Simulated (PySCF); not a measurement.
C₈H₁₁NO.
Cartesian coordinates in Å at the PBE0-D3(BJ)/def2-SVP level; atoms count from 1:
```xyz
21
C8H11NO angstrom
C      4.2248    0.5019    0.1978
C      2.7929    0.3486   -0.0034
C      1.6005    0.2186   -0.1791
C      0.1626    0.0570   -0.3687
C     -0.3914   -1.1991    0.3107
C     -1.8640   -1.3647   -0.0287
C     -2.7008   -0.1080    0.1152
O     -3.9119   -0.1481    0.1984
N     -2.0235    1.0762    0.0829
C     -0.5950    1.2785    0.1536
H      4.7869   -0.2690   -0.3520
H      4.5733    1.4853   -0.1543
H      4.4895    0.4135    1.2629
H     -0.0393   -0.0274   -1.4531
H      0.1830   -2.0838   -0.0009
H     -0.2510   -1.0997    1.4004
H     -2.3497   -2.1393    0.5811
H     -1.9822   -1.6862   -1.0781
H     -2.6253    1.8852    0.1924
H     -0.3229    2.1642   -0.4415
H     -0.2662    1.4767    1.1917
```

Computed, not measured: PBE0-D3(BJ)/def2-SVP geometry optimisation, gas phase in PySCF.

Masses are those of the commonest isotopes; rigid-rotor values at the optimised geometry. The values belong to one conformer with, in the numbering `[CH3:1][C:2]#[C:3][C@H:4]1[CH2:5][CH2:6][C:7](=[O:8])[NH:9][CH2:10]1`, C3–C4–C5–C6 -175°, C4–C5–C6–C7 -47°, C5–C6–C7–O8 -162°, C6–C7–N9–C10 -11°.

(1) Give the principal moments of inertia and the rotational constants in GHz.

(2) Classify the top.

(3) Is it planar, by Δ = Ic − Ia − Ib?

(4) Give the other two planar moments, Paa and Pbb, and the rms extents of the mass along the axes.

(5) Where do the levels up to J = 5 lie, in K?

(6) Which lines would a microwave search look for?

(7) Estimate the classical rotational partition function at 10 K, 298.15 K and 500 K.

Results:

(1) Ia = 114.24, Ib = 860.99, Ic = 948.61 u·Å²; 505379 MHz·u·Å²/I gives 4424, 587.0 and 532.8 MHz, that is A = 4.4237, B = 0.5870, C = 0.5328 GHz.

(2) A near-prolate asymmetric top: κ = (2 × 587.0 − 4424 − 532.8)/(4424 − 532.8) = -0.97.

(3) Not planar: Δ = Ic − Ia − Ib = -26.62 u·Å². For a rigid frame Δ = −2 Σ m c², so Σ m c² = 13.31 u·Å² lies off the ab plane: 9.01 from hydrogen and 4.30 from heavier atoms. The atom farthest from that plane is 1.51 Å away.

(4) Paa = Σ m a² = (Ib + Ic − Ia)/2 = 847.68 and Pbb = Σ m b² = (Ia + Ic − Ib)/2 = 100.93 u·Å². With the mass M = 137.08 u, the rms extents √(P/M) along a, b and c are 2.49, 0.86, 0.31 Å.

(5) Above 0(0,0), as E/k:
J = 1: 1(0,1) 0.054, 1(1,1) 0.238, 1(1,0) 0.240
J = 2: 2(0,2) 0.161, 2(1,2) 0.343, 2(1,1) 0.351, 2(2,1) 0.903, 2(2,0) 0.903
J = 3: 3(0,3) 0.322, 3(1,3) 0.500, 3(1,2) 0.516, 3(2,2) 1.064, 3(2,1) 1.064, 3(3,1) 1.991, 3(3,0) 1.991
J = 4: 4(0,4) 0.537, 4(1,4) 0.710, 4(1,3) 0.736, 4(2,3) 1.279, 4(2,2) 1.280, 4(3,2) 2.206, 4(3,1) 2.206, 4(4,1) 3.504, 4(4,0) 3.504
J = 5: 5(0,5) 0.805, 5(1,5) 0.972, 5(1,4) 1.011, 5(2,4) 1.548, 5(2,3) 1.549, 5(3,3) 2.475, 5(3,2) 2.475, 5(4,2) 3.773, 5(4,1) 3.773, 5(5,1) 5.442, 5(5,0) 5.442
The levels of one J sum to (2J + 1)J(J + 1)(A + B + C)/3.

(6) The dipole components are |μa| = 4.24 D, |μb| = 0.56 D, |μc| = 0.01 D. Intensities carry the squares of the components, which stand as 1.00 : 0.02 : 0.00 (a : b : c). Some lines, for components of 0.1 D or more:

| type | branch | J(Ka,Kc) | MHz | lower level (cm⁻¹) |
| --- | --- | --- | --- | --- |
| a | Q | 4(1,3) ← 4(1,4) | 542 | 0.493 |
| a | R | 1(0,1) ← 0(0,0) | 1120 | 0.000 |
| a | R | 2(1,1) ← 1(1,0) | 2294 | 0.167 |
| a | R | 3(1,2) ← 2(1,1) | 3440 | 0.244 |
| b | Q | 3(1,2) ← 3(0,3) | 4029 | 0.224 |
| a | R | 4(1,4) ← 3(1,3) | 4369 | 0.348 |
| a | R | 4(0,4) ← 3(0,3) | 4473 | 0.224 |
| a | R | 4(3,2) ← 3(3,1) | 4480 | 1.384 |
| a | R | 4(1,3) ← 3(1,2) | 4586 | 0.358 |
| b | R | 1(1,1) ← 0(0,0) | 4956 | 0.000 |
| b | R | 3(1,3) ← 2(0,2) | 7061 | 0.112 |
| b | Q | 2(2,0) ← 2(1,1) | 11511 | 0.244 |
| b | R | 2(2,1) ← 1(1,0) | 13804 | 0.167 |
| b | R | 3(2,1) ← 2(1,2) | 15035 | 0.238 |
| b | R | 4(2,3) ← 3(1,2) | 15908 | 0.358 |
| b | R | 4(2,2) ← 3(1,3) | 16242 | 0.348 |
| b | Q | 4(3,1) ← 4(2,2) | 19313 | 0.889 |
| b | Q | 3(3,1) ← 3(2,2) | 19320 | 0.740 |
| b | R | 3(3,1) ← 2(2,0) | 22678 | 0.628 |
| b | R | 3(3,0) ← 2(2,1) | 22679 | 0.628 |
| b | Q | 4(4,0) ← 4(3,1) | 27046 | 1.534 |
| b | R | 4(4,0) ← 3(3,1) | 31526 | 1.384 |

(7) Point group C1, symmetry number σ = 1; q = (√π/σ)·√((kT/h)³/(ABC)), k/h = 20836.6 MHz/K: 4530 at 10 K, 738000 at 298.15 K, 1600000 at 500 K.

Not checked by PBE0-D3(BJ)/def2-SVP frequencies. No vibrational averaging or centrifugal distortion is included, and the geometry carries the error of its method. A rigid rotor knows nothing of internal rotation, which can split or shift real lines. Quadrupole hyperfine structure (14N) is left out.

The run took about 2.4 min of CPU time (one thread, shared machine). This is the geometry optimisation.
